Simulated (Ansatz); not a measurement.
Relaxation of F2GeH2 (5 atoms, charge 0, multiplicity 1), to a largest force component of 0.03 eV/Å in at most 50 steps.

The calculation used Ansatz, RKS B3LYP-D4/def2-SVP.

```xyz
5
Properties=species:S:1:pos:R:3
Ge 0.227 -0.062 0.055
F 0.566 -0.012 1.722
H 1.736 0.069 -0.112
F -0.637 1.369 -0.423
H -0.637 -1.258 -0.353
```

Problem. Where does it end, and by what steps?

Solution. It converged. After 3 steps the energy has fallen by 0.412 eV; H3 moved furthest, 0.28 Å.

| step | energy less start (eV) | largest force component (eV/Å) | accepted |
| --- | --- | --- | --- |
| 0 | 0.0000 | 1.941 | yes |
| 1 | -0.3663 | 0.291 | yes |
| 2 | -0.4051 | 0.249 | yes |
| 3 | -0.4121 | 0.021 | yes |

```xyz
5
Properties=species:S:1:pos:R:3
Ge 0.294 -0.057 0.112
F 0.328 -0.012 1.847
H 1.737 0.064 -0.390
F -0.559 1.378 -0.368
H -0.546 -1.267 -0.313
```

Whether the end is a true minimum wasn't checked by a vibrational analysis.

Time of the run: 5.7 s on 2 threads of Arm Neoverse V1, with other jobs on the host, peak memory 0.13 GiB.
